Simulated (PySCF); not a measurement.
Compound: 1,1,1-trifluorohexane, C6H11F3.
Cartesian coordinates in Å at the PBE0-D3(BJ)/def2-SVP level; atoms count from 1:
```
atom  x, y, z in Å
C1    -3.2171   -0.0634   -0.2476
C2    -1.8323   -0.6866   -0.3134
C3    -0.7063    0.3173   -0.1081
C4     0.6775   -0.3133   -0.1501
C5     1.7949    0.6976    0.0526
C6     3.1672    0.0804    0.0592
F7     3.3063   -0.8129    1.0476
F8     3.4306   -0.5589   -1.0874
F9     4.1173    1.0071    0.2248
H10   -4.0069   -0.8139   -0.4016
H11   -3.3959    0.4114    0.7307
H12   -3.3430    0.7146   -1.0178
H13   -1.7464   -1.4840    0.4458
H14   -1.6951   -1.1875   -1.2879
H15   -0.7742    1.1067   -0.8788
H16   -0.8468    0.8321    0.8599
H17    0.8239   -0.8241   -1.1163
H18    0.7529   -1.0945    0.6248
H19    1.7902    1.4587   -0.7433
H20    1.6773    1.2305    1.0093
```

Level: PBE0/pcSseg-1 in PySCF, non-relativistic, on one gas-phase PBE0-D3(BJ)/def2-SVP geometry that isn't relaxed in the solvent. The solvent is an IEF-PCM continuum (Bondi radii, 1.10 Å for H, scaled by 1.2). Only the electrostatic response of the medium enters.

```json
{"run": "gas", "E − E(gas) (kcal/mol)": "0.00", "HOMO (eV)": "-9.30", "HOMO–LUMO gap (eV)": "10.60", "dipole (D)": "2.46"}
{"run": "P", "E − E(gas) (kcal/mol)": "-2.23", "HOMO (eV)": "-8.98", "HOMO–LUMO gap (eV)": "10.61", "dipole (D)": "2.73"}
{"run": "Q", "E − E(gas) (kcal/mol)": "-2.56", "HOMO (eV)": "-8.95", "HOMO–LUMO gap (eV)": "10.62", "dipole (D)": "2.77"}
```

**Question.** The runs were made in acetone and tetrahydrofuran. Which run belongs to which solvent?

**Answer.** P = tetrahydrofuran, Q = acetone. The dielectric constants are 7.426 (tetrahydrofuran), 20.49 (acetone), and the energy falls further as ε rises. In this model the ground state sees the solvent through ε alone.

**Question.** How constant is the ratio of the lowering to (ε − 1)/(2ε + 1)?

**Answer.** 
```json
{"solvent": "tetrahydrofuran", "(ε − 1)/(2ε + 1)": "0.405", "E − E(gas) (kcal/mol)": "-2.23", "ratio (kcal/mol)": "-5.5", "polarisation term (kcal/mol)": "-2.43"}
{"solvent": "acetone", "(ε − 1)/(2ε + 1)": "0.464", "E − E(gas) (kcal/mol)": "-2.56", "ratio (kcal/mol)": "-5.5", "polarisation term (kcal/mol)": "-2.82"}
```

The ratio changes by +0.1 % in size from tetrahydrofuran to acetone. The polarisation term is half the interaction of the solute with the induced surface charges.
